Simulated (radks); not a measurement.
Results of a calculation; reference values are marked as such.
Problem. The mean radii <r> (bohr) of the occupied orbitals of an atom or ion are listed with their occupations. Code: a radial shooting solver on a logarithmic mesh with Libxc functionals. Model: scalar-relativistic Kohn-Sham, PBEsol, spin-unpolarised, spherical densities, finite nucleus; Fermi nuclear charge, rms radius of each element as measured or else 0.836 A^(1/3) + 0.57 fm.

| orbital | occ. | <r> |
|---|---|---|
| 1s | 2 | 0.01687 |
| 2s | 2 | 0.07115 |
| 2p | 6 | 0.06425 |
| 3s | 2 | 0.1839 |
| 3p | 6 | 0.1852 |
| 3d | 10 | 0.1677 |
| 4s | 2 | 0.4072 |
| 4p | 6 | 0.4337 |
| 4d | 10 | 0.4585 |
| 5s | 2 | 0.9259 |
| 4f | 14 | 0.4986 |
| 5p | 6 | 1.068 |
| 5d | 9 | 1.495 |

Name the element and its charge.

Solution. Z = 79, gold, charge +2: Au2+ in [Xe] 4f14 5d9. The 1s radius gives Z: for a bare nucleus <r> = (2 gamma + 1)/(2Z) with gamma = sqrt(1 - (Z/c)^2), 0.01667 bohr for Z = 79, and screening makes it slightly larger (0.01687 here). The occupations add up to 77, and the charge is Z minus that.
